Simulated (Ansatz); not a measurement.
Reaction (formal exchange of groups at the Si–Si bond): `CC[SiH](N)[SiH3]` + `C=CC=N` → `C=C[SiH](N)CC` + `N=C[SiH3]`

Program: Ansatz. Geometries: PBE0-D4/def2-TZVP. ΔE: electronic, gas phase. CCSD(T)/CBS is the MP2 limit (def2-TZVPP, def2-QZVPP) plus CCSD(T) − MP2 in def2-TZVPP, frozen cores. DFT in def2-TZVPP. Each species was taken in one conformer, which may not be the lowest.

CCSD(T)/CBS gives -1.1 kcal/mol.

Problem. Another level gave -2.2 kcal/mol. Which?
A. CAM-B3LYP-D4/def2-TZVPP
B. PBE0-D4/def2-TZVPP
C. ωB97M-V/def2-TZVPP
D. LC-ωPBE/def2-TZVPP

Solution. C. ωB97M-V -2.2, CAM-B3LYP-D4 -0.9, LC-ωPBE 0.5, PBE0-D4 2.3 kcal/mol.

Largest T1 diagnostic among the species: 0.012.

From BLYP to BHLYP (50 % exact exchange), in def2-TZVPP and without D4, ΔE moves by −1.7 kcal/mol. Leaving LDA and LC-ωPBE aside and taking each functional with its dispersion term where it has one, the values, not all of them listed here, spread over 5.3 kcal/mol, from ωB97M-V to PBE-D4. LDA lies +0.9 kcal/mol from PBE without D4. In def2-TZVPP, CCSD(T) changes the Hartree–Fock value by +2.1 kcal/mol (the triples alone add +0.5 kcal/mol) and MP2 by +1.2 kcal/mol.
